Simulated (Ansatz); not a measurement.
Start from `C[Si](O)(O)O` and change one atom or group to get `C[Si](O)(O)[SiH3]`.

Ansatz, PBE0-D4/def2-TZVP geometries, multiplicity 1. Each molecule was computed in one conformer, which needn't be the lowest.

| property | `C[Si](O)(O)O` |
| --- | --- |
| size of the dipole moment (B3LYP/def2-TZVPP) / D | 1.43 |
| LUMO energy (PBE/def2-TZVPP) / eV | -0.25 |
| HOMO energy (PBE/def2-TZVPP) / eV | -7.11 |
| LUMO energy (B3LYP/def2-TZVPP) / eV | 0.22 |
| HOMO energy (B3LYP/def2-TZVPP) / eV | -8.47 |
| LUMO energy (PBE0/def2-TZVPP) / eV | 0.61 |

(1) What does the change do to each property? (Estimate.)

Answers

(1) Computed: 
```csv
property,`C[Si](O)(O)[SiH3]`,shift
size of the dipole moment (B3LYP/def2-TZVPP) / D,2.55,1.12
LUMO energy (PBE/def2-TZVPP) / eV,-0.54,-0.29
HOMO energy (PBE/def2-TZVPP) / eV,-6.28,0.83
LUMO energy (B3LYP/def2-TZVPP) / eV,0.07,-0.15
HOMO energy (B3LYP/def2-TZVPP) / eV,-7.32,1.15
LUMO energy (PBE0/def2-TZVPP) / eV,0.33,-0.28
```

With PBE0 the HOMO rises by 1.20 eV and the LUMO falls by 0.28 eV, so the gap narrows by about 1.48 eV. PBE moves the HOMO by 0.83 eV and ωB97M-V by 1.47 eV. Dipoles are sizes alone; their direction can turn.

B3LYP here is the variant with VWN-RPA as its local correlation; programs differ in this.
